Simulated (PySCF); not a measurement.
A side-by-side comparison of computed properties.

First species: 4-chlorophenyl methyl sulfone, C7H7ClO2S.
SMILES: `Clc1ccc(cc1)S(C)(=O)=O`

Second species: C8H7NP2.
SMILES: `Cc1pc(C#N)c(C=C)pc1`

Levels: PBE0/pcSseg-1 for dipole moment, HOMO energy, LUMO energy and HOMO–LUMO gap; GFN2-xTB for rotational constant A and rotational constant C. Geometries: GFN2-xTB. Each structure is a single optimised conformer of the isolated species, non-relativistic unless stated. Electronic properties by PySCF.

The conformers computed, where there is a choice (atom-mapped SMILES and torsion angles):
- `[CH3:1][S:2](=[O:3])(=[O:4])[c:5]1[cH:6][cH:7][c:8]([Cl:9])[cH:10][cH:11]1`: C1–S2–C5–C6 -89°
- `[CH2:1]=[CH:2][c:3]1[p:4][cH:5][c:6]([CH3:7])[p:8][c:9]1[C:10]#[N:11]`: C1–C2–C3–P4 2°

```tsv
property	column X	column Y
dipole moment	4.09 D	4.70 D
HOMO energy	-7.90 eV	-7.07 eV
LUMO energy	-1.55 eV	-3.01 eV
HOMO–LUMO gap	6.35 eV	4.06 eV
rotational constant A	2.535 GHz	1.176 GHz
rotational constant C	0.376 GHz	0.467 GHz
```

Question: Which column belongs to which species?

Answer: Column X is the first species and column Y the second. The first has 18 atoms and 98 electrons, the second 18 and 92.

Question: How does each property change from the first species to the second?

Answer: dipole moment +0.61 D; HOMO energy +0.83 eV; LUMO energy -1.46 eV; HOMO–LUMO gap -2.29 eV; rotational constant A -1.359 GHz; rotational constant C +0.091 GHz.

On the first: In atomic units the dipole is 1.61 e·bohr (1 au = 2.5417 D). A dipole of 4.09 D is allowed in Cs, and pure rotational transitions are dipole-allowed.

On the second: The dipole equals about 15.7 × 10⁻³⁰ C·m (1 D = 3.33564 × 10⁻³⁰ C·m). GFN2-xTB frequencies show an imaginary mode (22i cm⁻¹), so this geometry is no minimum at that level.
